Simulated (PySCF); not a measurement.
# `CCc1cccnn1`, C₆H₈N₂

Molfile (atoms numbered from 1):
```
C6H8N2
     RDKit          3D

 16 16  0  0  0  0  0  0  0  0999 V2000
   -2.2210    0.5556   -0.2400 C   0  0  0  0  0  0  0  0  0  0  0  0
   -1.0489   -0.0371   -1.0250 C   0  0  0  0  0  0  0  0  0  0  0  0
    0.1986    0.0130   -0.1984 C   0  0  0  0  0  0  0  0  0  0  0  0
    0.5030   -0.9858    0.7348 C   0  0  0  0  0  0  0  0  0  0  0  0
    1.6539   -0.8323    1.4771 C   0  0  0  0  0  0  0  0  0  0  0  0
    2.4113    0.3135    1.2326 C   0  0  0  0  0  0  0  0  0  0  0  0
    2.0639    1.2156    0.3376 N   0  0  0  0  0  0  0  0  0  0  0  0
    0.9815    1.0672   -0.3641 N   0  0  0  0  0  0  0  0  0  0  0  0
   -2.0075    1.5891    0.0216 H   0  0  0  0  0  0  0  0  0  0  0  0
   -3.1272    0.5263   -0.8395 H   0  0  0  0  0  0  0  0  0  0  0  0
   -2.3943   -0.0048    0.6768 H   0  0  0  0  0  0  0  0  0  0  0  0
   -1.2722   -1.0713   -1.2955 H   0  0  0  0  0  0  0  0  0  0  0  0
   -0.8905    0.5456   -1.9323 H   0  0  0  0  0  0  0  0  0  0  0  0
   -0.1458   -1.8415    0.8574 H   0  0  0  0  0  0  0  0  0  0  0  0
    1.9600   -1.5609    2.2130 H   0  0  0  0  0  0  0  0  0  0  0  0
    3.3276    0.5167    1.7687 H   0  0  0  0  0  0  0  0  0  0  0  0
  1  2  1  0
  2  3  1  0
  3  4  2  0
  4  5  1  0
  5  6  2  0
  6  7  1  0
  7  8  2  0
  8  3  1  0
  1  9  1  0
  1 10  1  0
  1 11  1  0
  2 12  1  0
  2 13  1  0
  4 14  1  0
  5 15  1  0
  6 16  1  0
M  END
```

Method used: GIAO B97-2/pcSseg-1 magnetisability, rotational g tensor and spin-rotation constants, non-relativistic, gas phase (PySCF). Geometry: GFN2-xTB.

Q: Give the nuclear spin-rotation constants along the inertial axes (H = +C I·J) beside the isotropic shieldings.

A: Rotational constants 4.7648, 1.5770, 1.3095 GHz. A star marks the isotopologue with that one atom substituted, in its own axes.
```tsv
atom	isotope	Caa (kHz)	Cbb (kHz)	Ccc (kHz)	mean (kHz)	σ (ppm)
N7	14N	1.910	0.375	0.059	0.781	-191.9
N8	14N	1.830	0.372	0.066	0.756	-182.2
H9	1H	-0.449	-0.067	-0.073	-0.196	30.3
H10	1H	0.129	-0.182	-0.136	-0.063	30.3
H11	1H	-0.479	-0.026	-0.110	-0.205	30.8
H12	1H	-0.385	-0.059	-0.070	-0.171	29.0
H13	1H	-0.359	-0.005	-0.104	-0.156	28.4
H14	1H	-0.319	0.105	-0.132	-0.115	24.5
H15	1H	-0.257	0.086	-0.133	-0.101	24.5
H16	1H	0.625	-0.171	-0.106	0.116	22.5
C1	13C*	0.667	0.235	0.193	0.365	165.5
C2	13C*	0.741	0.260	0.244	0.415	150.5
C3	13C*	2.556	0.655	0.205	1.139	19.5
C4	13C*	1.572	0.748	0.152	0.824	60.0
C5	13C*	1.601	0.748	0.145	0.831	58.9
C6	13C*	2.511	0.534	0.212	1.086	36.0
```
For the geometry as given, no vibrational averaging.

Q: How do the rotational constants and the g tensor change when H9, H10, H11, H12, H13, H14, H15, H16 are replaced by deuterium?

A: Constants 4.0409, 1.3374, 1.1263 GHz; g -0.0817, -0.0211, 0.0123, against -0.0958, -0.0249, 0.0146 before.
